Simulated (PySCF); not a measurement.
```xyz
4
charge -1 multiplicity 2, angstrom
Pd    0.0057    0.0000    0.0000
O     1.7932    0.0000    0.0000
O    -0.9145    1.4877    0.0000
O    -0.9145   -1.4877    0.0000
```

Method: UwB97X/[Pd def2-SVPD with ECP28, O def2-SVPD], scalar-relativistic core potentials, density fitting, no spin–orbit coupling, PySCF.

This geometry of [PdO3]- is a stationary point at this level.

Task: What is the point group?

Result: C2v.

Task: Is it a minimum?

Result: Yes: all harmonic wavenumbers are real.

Task: List the harmonic modes with their infrared intensities.

Result: 
```
symmetry  ω (cm⁻¹)  IR (km/mol)
      b2       207          5.0
      b1       220         28.6
      a1       275          2.8
      a1       587         24.0
      b2       801          278
      a1       840         51.4
```

Task: Give the atomic charges and bond orders.

Result: 
| atom | Mulliken | Löwdin | polar tensor | spin (Mulliken) | Mayer order to Pd1 |
| --- | --- | --- | --- | --- | --- |
| Pd1 | 1.74 | 0.77 | 0.95 | 0.22 | – |
| O2 | -0.79 | -0.49 | -0.40 | 0.80 | 0.80 |
| O3,4 | -0.98 | -0.64 | -0.78 | -0.01 | 0.90 |
Other Mayer orders above 0.3: O–O 0.34.

In C2v the vibrations span 2b2 + b1 + 3a1. Here b1 is antisymmetric to the molecular plane and b2 lies in it.

This need not be the most stable arrangement of these atoms. Open d and f shells are described by one determinant, and the ground state may have another occupation or spin. The lowest empty level of this anion is unbound, so it and the gap depend on the basis.
